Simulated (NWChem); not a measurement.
Molecule: SnH₂O₂Cl₂; SMILES [OH][Sn]([Cl])([Cl])[OH]

```xyz
7

O     -1.3923    -0.2023    -1.6151
Sn    -0.2477    -0.0098    -0.0048
O     -1.4522     0.1349     1.5768
Cl     1.1219     1.9103    -0.0769
Cl     1.1284    -1.9057     0.0624
H     -2.1571     0.4022    -1.5212
H     -0.9589     0.5477     2.3150
```
Atoms are numbered in this order, from 1.

All runs: NWChem. Medium grid unless said otherwise, to which SCAN and Minnesota functionals are sensitive. Geometry: optimised at PBE-D3(BJ)/def2-SVP. def2 effective core potentials on Sn; no spin-orbit coupling. B3LYP is NWChem's, with the RPA form of VWN correlation. Total energies of different functionals are on different scales.

```
level                                 energy (Ha)  highest occupied level (eV)  orbital gap (eV)  dipole (D)
------------------------------------  -----------  ---------------------------  ----------------  ----------
B3LYP/def2-SVP                         -1286.1427                        -8.84              5.82        2.06
PBE/def2-SVP                           -1285.5141                            …              3.86        2.06
LDA (Slater exchange, PW92)/def2-SVP   -1281.6528                        -7.63              3.75        2.10
BP86/def2-SVP                          -1286.2569                        -7.61              3.85        2.07
B97-2/def2-SVP                         -1286.3059                        -8.98              6.04        2.11
r2SCAN0/def2-SVP                       -1285.9386                        -9.56              6.80        2.16
Hartree-Fock/def2-SVP                  -1282.9328                       -12.81             13.80        2.23
M05-2X/def2-SVP                        -1285.9575                       -10.76              9.18        2.13
```

Q: Some entries are withheld; supply them.

A: 
- PBE/def2-SVP, highest occupied level (eV): -7.49
